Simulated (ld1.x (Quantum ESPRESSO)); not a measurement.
## u(r) = r·R(r): atom against pseudo-atom (O (Z = 8))

Columns: radius, all-electron u(r) and pseudo u(r) of the 2p shell (level -9.03 eV) of oxygen in the configuration [He] 2s2 2p4; PBE, scalar-relativistic, TM semilocal scheme, ld1.x (Quantum ESPRESSO) 7.5.

| r (bohr) | all-electron | pseudo |
| --- | --- | --- |
| 0.072 | 0.0595 | 0.0228 |
| 0.145 | 0.1847 | 0.0897 |
| 0.217 | 0.3230 | 0.1915 |
| 0.290 | 0.4548 | 0.3192 |
| 0.362 | 0.5666 | 0.4553 |
| 0.435 | 0.6589 | 0.5889 |
| 0.507 | 0.7297 | 0.7040 |
| 0.580 | 0.7823 | 0.7948 |
| 0.652 | 0.8171 | 0.8551 |
| 0.725 | 0.8376 | 0.8876 |
| 0.798 | 0.8457 | 0.8957 |
| 0.870 | 0.8439 | 0.8861 |
| 0.942 | 0.8345 | 0.8653 |
| 1.015 | 0.8188 | 0.8381 |
| 1.088 | 0.7986 | 0.8087 |
| 1.160 | 0.7754 | 0.7796 |
| 1.232 | 0.7498 | 0.7511 |
| 1.305 | 0.7224 | 0.7226 |
| 1.378 | 0.6939 | 0.6939 |
| 1.450 | 0.6654 | 0.6654 |
| 1.522 | 0.6369 | 0.6369 |
| 1.595 | 0.6081 | 0.6081 |
| 1.668 | 0.5798 | 0.5798 |
| 1.740 | 0.5525 | 0.5525 |
| 1.812 | 0.5260 | 0.5260 |
| 1.885 | 0.4999 | 0.4999 |

Task: How many radial nodes do the two functions have?

Result: The all-electron 2p function has n − l − 1 = 0; the pseudo-wave has 0.

Task: At about which radius was the pseudo-wave matched?

Result: 1.45 bohr. The columns agree to 0.0005 from 1.30 bohr on; several derivatives are matched, so the curves merge somewhat inside the radius.

Task: Is the pseudo-wave norm-conserving?

Result: Yes: the TM semilocal scheme keeps the norm inside the radius equal to the all-electron one, which fixes the energy derivative of the logarithmic derivative at the level.
